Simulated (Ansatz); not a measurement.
Program: Ansatz. Geometries: PBE0-D4/def2-TZVP. ΔE: electronic, gas phase. CBS: MP2 limit from def2 TZ/QZ plus the TZ coupled-cluster correction, frozen cores. This one scheme is used for every species. Functionals use def2-TZVPP. B3LYP here is the variant with VWN-RPA as its local correlation; programs differ in this. Elements past krypton have def2 core potentials. For Br, In outer-core shells are correlated without core-valence functions, which leaves a few kJ/mol of doubt a bond. Scalar relativity is left out up to krypton. Each species was taken in one conformer, which may not be the lowest.

`[SiH3][O][In]([SH])[Br]` + `C[O][Al]([OH])[F]` → `[OH][In]([SH])[O][SiH3]` + `C[O][Al]([F])[Br]`  (redistribution)

CCSD(T)/CBS gives +0.81 eV.

Task: Another level gave +0.77 eV. Which?
A. PBE/def2-TZVPP
B. r2SCAN-D4/def2-TZVPP
C. HF/def2-TZVPP
D. B3LYP/def2-TZVPP

Result: A. PBE 0.77, r2SCAN-D4 0.83, HF/def2-TZVPP 1.03, B3LYP 0.89 eV.

Largest T1 diagnostic among the species: 0.016.

In def2-TZVPP, CCSD(T) changes the Hartree–Fock value by −0.19 eV (the triples alone add −0.04 eV) and MP2 by −0.18 eV. From PBE to PBE0 (25 % exact exchange), in def2-TZVPP and without D4, ΔE moves by +0.07 eV.
